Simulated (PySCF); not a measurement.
Input of a response calculation (the driver script's job line, then coordinates in Å):

```
{"job": {"kind": "uv", "xc": "PBE0", "basis": "def2-SVPD", "nstates": 8, "ntriplets": 3}, "charge": 0, "multiplicity": 1}
C      1.480285     1.533235    -0.152981
C      1.331631     0.219592    -0.299511
C      2.484304    -0.702737     0.002175
B      0.036084    -0.427461    -0.892310
N     -1.265016    -0.151688    -0.400888
C     -2.420567    -0.622607    -1.167521
B     -1.530005     0.532939     0.808098
F     -2.797597     0.747209     1.149346
H      0.684769     2.222617    -0.381926
H      2.407012     1.974741     0.182782
H      3.347595    -0.153398     0.371986
H      2.188215    -1.436333     0.750794
H      2.771064    -1.247425    -0.896226
H      0.137027    -1.164619    -1.801892
H     -2.760282     0.162939    -1.845759
H     -3.243297    -0.876239    -0.500972
H     -2.152590    -1.497561    -1.755801
H     -0.707390     0.893114     1.554190
```

Its output, with some lines taken out ([cut]) and without the SCF cycles:

```
converged SCF energy = -362.1655867956

Static polarisability (au): isotropic 83.978, principal 67.653 86.609 97.672

Singlet excitations
state   eV       nm        f      main configurations
  1   5.2695    235.3   0.08552   H->L 0.93
[cut]
[cut]
  4   6.6677    185.9   0.15119   H->L+1 0.54, H-1->L 0.26
  5   6.8720    180.4   0.01159   H->L+2 0.87
[cut]
  7   7.3977    167.6   0.09803   H->L+3 0.51, H-3->L 0.23
  8   7.4581    166.2   0.00137   H->L+4 0.75, H-3->L 0.10

[cut]
```

Method: PySCF, TDDFT PBE0/def2-SVPD, vertical, gas phase, core orbitals frozen in the response. The structure is a single GFN2-xTB conformer in the gas phase; no vibrational or solvent corrections. GFN2-xTB frequencies show an imaginary mode (39i cm⁻¹), so this geometry is no minimum at that level.

Task: What stood in the cut lines?

Result: 
```
  2   6.0743    204.1   0.00543   H-2->L 0.58, H-1->L 0.36
  3   6.5033    190.6   0.07797   H-2->L 0.33, H-1->L 0.33, H->L+1 0.30
  6   7.3029    169.8   0.01223   H-2->L+1 0.44, H-3->L 0.29, H-1->L+1 0.20
Triplet excitations (Tamm-Dancoff, eV): 3.9004 5.3445 5.5500
```

Task: What is the total energy of state 5 at this geometry?

Result: -362.16559 + 0.25254 = -361.91305 hartree.

Task: What transition dipole goes with state 4?

Result: |μ|² = 3f / (2ΔE) = 3 × 0.1512 / (2 × 0.2450) = 0.926 au, so |μ| = 2.45 D.

Task: How many basis functions and electrons does this run hold?

Result: 243 basis functions for 60 electrons in 30 doubly occupied orbitals.

Task: Which species is it?

Result: `C=C(C)BN(C)BF` (C4H10B2FN), point group C1.

H and L stand for HOMO and LUMO.

Shape of the structure used: `[CH2:1]=[C:2]([CH3:3])[BH:4][N:5]([CH3:6])[BH:7][F:8]`: C1–C2–B4–N5 -53°, C2–B4–N5–C6 169°, B4–N5–B7–F8 179°.
